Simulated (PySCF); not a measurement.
Harmonic spectrum computed at PBE0 in the def2-SVP basis family (core potentials from Rb on, PySCF, no spin–orbit coupling):

```
symmetry  ω (cm⁻¹)  IR (km/mol, summed over degenerate members)
    a2''        83                                          0.2
      e'       165                                          8.4
     a1'       556                                          0.0
      e'       568                                         86.1
```

Question: Which molecule gave it? In each, all ligands are bound to the one heavy central atom.
A. OsS₃ (singlet)
B. RuS₃ (singlet)
C. MoS₃ (singlet)
D. WS₃ (singlet)

Answer: A. It has D3h symmetry with Os–S 2.077 Å (×3).
